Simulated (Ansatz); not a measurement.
Input file for Ansatz (a first-principles code): U-B3LYP/def2-TZVPP on F2Te (SMILES F[Te]F), a point of a bond scan (R = 3.338 Å). Elements past Kr take the def2 small-core potentials; no spin–orbit coupling.

Ansatz 0.2 input:
```yaml
crystal:
  periodic: [false, false, false]
  atoms:
    - {symbol: Te, position_ang: [0.04128966, -0.02631507, 0.32717205]}
    - {symbol: F, position_ang: [1.01316765, 2.27488318, -1.88684540]}
    - {symbol: F, position_ang: [-0.83521100, -1.13661273, -0.95234664]}
basis:
  gaussian:
    orbitals: def2-TZVPP
hamiltonian:
  xc: {name: B3LYP}
magnetization: {spin_polarized: true, initial_magnetization: 0}
```

Program output:

```
WARN ansatz: RAYON_NUM_THREADS=1 ignored (pool sized by the plan → 1); use --threads N
Functional definition: B3LYP
integrals: 0.03 GiB planned
735 factors; their error is unknown
mean field: 0.40 GiB planned
mean field evaluation 1: about -12718.7572 eV, gradient 4.6e1 eV
mean field evaluation 2: about -12385.6102 eV, gradient 1.5e2 eV
mean field evaluation 4: about -12724.1943 eV, gradient 2.1e1 eV
mean field evaluation 8: about -12727.0329 eV, gradient 1.4e1 eV
mean field evaluation 16: about -12728.0114 eV, gradient 2.0e-1 eV
mean field evaluation 32: about -12728.0906 eV, gradient 7.6e-1 eV
mean field evaluation 64: about -12728.6592 eV, gradient 5.6e-2 eV
mean field evaluation 96: about -12727.0984 eV, gradient 7.9e0 eV
mean field evaluation 128: about -12728.6502 eV, gradient 1.4e-6 eV
mean field evaluation 160: about -12728.0541 eV, gradient 4.6e-1 eV
mean field evaluation 192: about -12728.6117 eV, gradient 2.9e0 eV
mean field -12728.65894179 eV, -467.7695883157 hartree, gradient 9.1e-6 eV, S^2 0.965307; 20 other end points of the search recorded, 0 dependent functions left out
reference -12728.65912604 eV, -467.7695950868 hartree; 21, 21 occupied and 91, 91 virtual orbitals, 735 factors
Total energy: -12728.65912604 eV, -467.7695950868 hartree
```

The calculation finished and met its thresholds. Its determinant has ⟨S²⟩ = 0.97, a mixture of spin states.

Cost: about 30 core-seconds (a rough figure).
